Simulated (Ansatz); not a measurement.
System: C₂H₈AlNO₂, charge 0, multiplicity 1. 
Geometry from a B3LYP-D3(BJ)/def2-TZVP (Ansatz, an electronic-structure program) optimisation:
```xyz
14

C      1.8742    -1.3869     0.7926
O      1.4681    -0.1667     0.2333
Al     0.0415     0.5783    -0.2683
N      0.1560     2.1708    -1.0073
O     -1.4880    -0.1110    -0.1045
C     -2.0649    -1.2679     0.4393
H      2.7642    -1.7547     0.2737
H      2.1288    -1.2586     1.8496
H      1.1002    -2.1597     0.7223
H     -0.6321     2.7058    -1.3322
H      1.0181     2.6667    -1.1608
H     -2.3600    -1.9597    -0.3562
H     -2.9624    -1.0033     1.0061
H     -1.3847    -1.7991     1.1147
```
Charge 0, spin multiplicity 1.

Basis-set convergence of Hartree-Fock and MP2 correlation energies (hartree) with Ansatz. Correlated levels leave the core frozen unless marked. No spin-orbit coupling. Non-relativistic.

```tsv
basis	functions	E(HF)	E(corr, MP2)
cc-pV(D+d)Z	133	-526.63367	-0.88546
cc-pV(T+d)Z	301	-526.74517	-1.11505
cc-pV(Q+d)Z	579	-526.77120	-1.19581
```

Extrapolating the two largest sets (X = 3 and 4) as X^-3: E(corr) = (64·(-1.19581) - 27·(-1.11505))/37 = -1.2547 Eh, an estimate of the basis-set limit. The largest set recovers 95.3 % of it, the smallest 70.6 %.
